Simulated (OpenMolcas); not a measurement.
Multiconfigurational calculation on Cr4+

Cr4+ with 4 ligands (hydroxide) in tetrahedral coordination (S4) at 1.74 Å. Ligand basis ANO-RCC-VDZP.

Input:

```
&GATEWAY
Coord
9

Cr 0.0 0.0 0.0
O 1.004589 1.004589 1.004589
H 0.619637 1.862898 1.241268
O 1.004589 -1.004589 -1.004589
H 1.862898 -0.619637 -1.241268
O -1.004589 1.004589 -1.004589
H -1.862898 0.619637 -1.241268
O -1.004589 -1.004589 1.004589
H -0.619637 -1.862898 1.241268
Basis=Cr.ANO-RCC-VTZP,H.ANO-RCC-VDZP,O.ANO-RCC-VDZP
Group=NoSym
NoMove
AngMom=0.0 0.0 0.0
AMFI
RICD
&SEWARD
&RASSCF
FileOrb=start.orb
Symmetry=1
Spin=3
nActEl=2 0 0
Inactive=29
Ras2=5
CIRoot=10 10 1
SDav=10
CIMx=300
Iter=150 100
PrWF=0.3
OrbListing=Nothing
MaxOrb=0
LevShft=1.0
>>> COPY $Project.JobIph JOB001
&RASSCF
FileOrb=start.orb
Symmetry=1
Spin=1
nActEl=2 0 0
Inactive=29
Ras2=5
CIRoot=15 15 1
SDav=15
CIMx=300
Iter=150 100
PrWF=0.3
OrbListing=Nothing
MaxOrb=0
LevShft=1.0
>>> COPY $Project.JobIph JOB002
&RASSI
NrOfJobIphs=2 10 15
1 2 3 4 5 6 7 8 9 10
1 2 3 4 5 6 7 8 9 10 11 12 13 14 15
IphNames
JOB001
JOB002
EJob
SpinOrbit
DIPRint=1.0
SOCoupling=1000.0
Subsets=2
Property=9
'ANGMOM' 1 'ANGMOM' 2 'ANGMOM' 3 'MLTPL  1' 1 'MLTPL  1' 2 'MLTPL  1' 3
'AMFI' 1 'AMFI' 2 'AMFI' 3
SOProperty=3
'ANGMOM' 1 'ANGMOM' 2 'ANGMOM' 3
```

Launched by
```bash
OMP_NUM_THREADS=1 MOLCAS_MEM=2457 MOLCAS_PROJECT=a pymolcas a.inp > a.log  # once for each step of the input, in one work folder
```

A driver script runs the steps one by one and writes start.orb anew before each from the orbitals found so far.

Output, cut to the results:

```
--- SEWARD ---
Basis set label: CR.ANO-RCC...6S5P3D2F1G.

      Electronic valence basis set:
      ------------------
      Associated Effective Charge  24.000000 au
      Associated Actual Charge     24.000000 au
      Nuclear Model: Point charge

      Shell  nPrim  nBasis  Cartesian Spherical Contaminant
         s      21       6        X
         p      15       5        X
         d      10       3                 X
         f       6       2                 X
         g       4       1                 X
                  Relativistic Douglas-Kroll-Hess integrals:
                    - DKH order of Hamiltonian: 2
                    - DKH order of Properties : 0
                  Atomic mean-field integrals
--- RASSCF ---
Wave function specifications:
      -----------------------------

      Number of closed shell electrons          58
      Number of electrons in active shells       2
      Max number of holes in RAS1 space          0
      Max nr of electrons in RAS3 space          0
      Number of inactive orbitals               29
      Number of active orbitals                  5
      Number of secondary orbitals             101
      Spin quantum number                      1.0
      State symmetry                             1
Orbital specifications:
      -----------------------

      Symmetry species                           1
                                                 a
      Frozen orbitals                            0
      Inactive orbitals                         29
      Active orbitals                            5
      RAS1 orbitals                              0
      RAS2 orbitals                              5
      RAS3 orbitals                              0
      Secondary orbitals                       101
      Deleted orbitals                           0
      Number of basis functions                135
      Number of CSFs                            10
      Number of root(s) required                10
      Iter CI   SX   CI       RASSCF       Energy    max ROT     max BLB   max BLB  Level Ln srch  Step   QN
          iter iter root      energy       change     param      element    value   shift minimum  type update
 Nr of preliminary CI iterations:   1
      Total energies have been shifted. Add                -1000.00 au
        1   1   13    0  -350.65132996    0.00E+00  -1.41E-01*   9  54 1 -4.79E-01*  1.16   0.00    SX    NO
        2   1   14    0  -351.33407244   -6.83E-01* -1.03E-01*  27  30 1  2.06E-01*  0.83   0.00    SX    NO
        3   1   15    0  -351.55306345   -2.19E-01*  6.34E-02   27  30 1  1.22E-01*  0.69   0.00    SX    NO
        4   1   15    0  -351.62460930   -7.15E-02*  2.97E-02   27  30 1  6.26E-02*  0.76   0.00    SX    NO
        5   1   14    0  -351.64636218   -2.18E-02*  3.50E-02   27  30 1  3.90E-02*  0.77   2.44    LS   YES
        6   1   14    0  -351.65772277   -1.14E-02*  9.58E-03    9  54 1 -1.18E-02*  0.79   1.22    QN   YES
        7   1   13    0  -351.65930531   -1.58E-03*  4.80E-03   19  34 1 -7.97E-03*  0.79   1.52    LS   YES
        8   1   13    0  -351.65951323   -2.08E-04* -3.94E-03   19  34 1 -7.92E-03*  0.79   1.03    QN   YES
        9   1   12    0  -351.65974567   -2.32E-04* -2.39E-03   19  34 1 -3.98E-03*  0.79   1.61    LS   YES
       10   1   12    0  -351.65978485   -3.92E-05*  1.48E-03   27  30 1  2.25E-03*  0.78   1.01    QN   YES
       11   1   11    0  -351.65982816   -4.33E-05*  1.42E-03    9  54 1  1.73E-03*  0.79   1.33    QN   YES
       12   1   10    0  -351.65984371   -1.56E-05* -5.33E-04   24  32 1  5.61E-04*  0.79   1.27    QN   YES
       13   1   10    0  -351.65984624   -2.52E-06*  3.10E-04   24  32 1  3.68E-04*  0.79   1.46    QN   YES
       14   1    9    0  -351.65984701   -7.74E-07*  1.96E-04   24  32 1  1.86E-04*  0.79   1.36    QN   YES
       15   1    8    0  -351.65984721   -2.05E-07*  1.32E-04   24  32 1  9.07E-05   0.79   1.49    QN   YES
       16   1    8    0  -351.65984729   -7.32E-08* -6.19E-05   19  34 1  3.93E-05   0.79   1.40    QN   YES
       17   1    7    0  -351.65984731   -1.99E-08* -2.35E-05    9  54 1  1.76E-05   0.79   1.39    QN   YES
       18   1    6    0  -351.65984731   -4.76E-09  -7.52E-06   18  84 1 -9.05E-06   0.79   1.34    QN   YES
      Convergence after 18 iterations
       19   1    6    0  -351.65984731   -1.01E-09  -7.52E-06   27  30 1 -3.39E-06   0.79   1.34    QN   YES
      Natural orbitals and occupation numbers for root  1
...
--- RASSI ---
SPIN-FREE ENERGIES:
  (Shifted by EMIN (a.u.) =      -1351.7520570624)

 SF State       Relative EMIN(au)   Rel lowest level(eV)    D:o, cm**(-1)

     1             0.0000000000        0.0000000000              0.0000
     2             0.0501897463        1.3657325721          11015.3761
     3             0.0501897463        1.3657325721          11015.3761
    11             0.0614494396        1.6721244368          13486.5931
    12             0.0687148140        1.8698253440          15081.1585
     4             0.0795669330        2.1651265452          17462.9233
     5             0.0879511740        2.3932733665          19303.0515
     6             0.1006641780        2.7392118283          22093.2334
     7             0.1006641780        2.7392118283          22093.2334
    13             0.1142420244        3.1086838515          25073.2262
    14             0.1142420244        3.1086838515          25073.2262
    15             0.1248724409        3.3979522221          27406.3329
    16             0.1334790031        3.6321487101          29295.2550
    17             0.1418259551        3.8592808432          31127.1992
     8             0.1441096432        3.9214231626          31628.4108
    18             0.1493443753        4.0638674795          32777.3017
    19             0.1493443753        4.0638674795          32777.3017
    10             0.1543809460        4.2009195510          33882.7012
     9             0.1543809460        4.2009195510          33882.7012
    20             0.1794514802        4.8831235394          39385.0475
    21             0.1892057598        5.1485510094          41525.8644
    22             0.1948698768        5.3026794850          42768.9944
    23             0.1984620519        5.4004275505          43557.3857
    24             0.1984620519        5.4004275505          43557.3857
    25             0.2933363210        7.9820879314          64379.8809
...
```

Spin-orbit levels above the lowest:

| E (cm-1) | Degeneracy | 2S+1 | g |
| --- | --- | --- | --- |
| 0.0 | 1 | 3 |  |
| 1.6 | 2 | 3 | 0.00 0.00 3.91 |
| 10917 | 1 | 3 |  |
| 10940 | 1 | 3 |  |
| 11029 | 2 | 3 | 0.00 0.00 1.18 |
| 11079 | 1 | 3 |  |
| 11117 | 1 | 3 |  |
| 13513 | 1 | 1 |  |
| 15070 | 1 | 1 |  |
| 17469 | 2 | 3 | 0.00 0.00 4.09 |
| 17488 | 1 | 3 |  |
| 19311 | 2 | 3 | 0.00 0.00 3.98 |
| 19320 | 1 | 3 |  |
| 22061 | 1 | 3 |  |
| 22081 | 1 | 3 |  |
| 22116 | 2 | 3 | 0.00 0.00 0.54 |
| 22149 | 1 | 3 |  |
| 22155 | 1 | 3 |  |
| 25081 | 2 | 1 | 0.00 0.00 0.02 |
| 27434 | 1 | 1 |  |

Without dynamic correlation the repulsion within the d shell is too large (B by tens of per cent), so at a given field states of lower spin stand too high. The least metal-like active orbital is 77 % on the metal (Löwdin) and no ligand orbital is active, so the numbers are rough. Ligand-to-metal charge-transfer states are missing. With no ligand orbital active B as a rule stays too high, so bands that hang on it stand too high and its fall with covalency is understated. With metal d orbitals alone and no dynamic correlation the field as a rule comes out too small, by tens of per cent, by up to half for chloride and softer ligands. No measured value stands beside these numbers; the geometry is a model, was not optimised and need not be the one that this ion takes.

The RASSCF and RASSI steps took 33 s on 1 thread of Arm Neoverse V2, on a shared host; the integral step is not counted.

With an even number of electrons the g values are those of a degenerate or nearly degenerate non-Kramers pair.
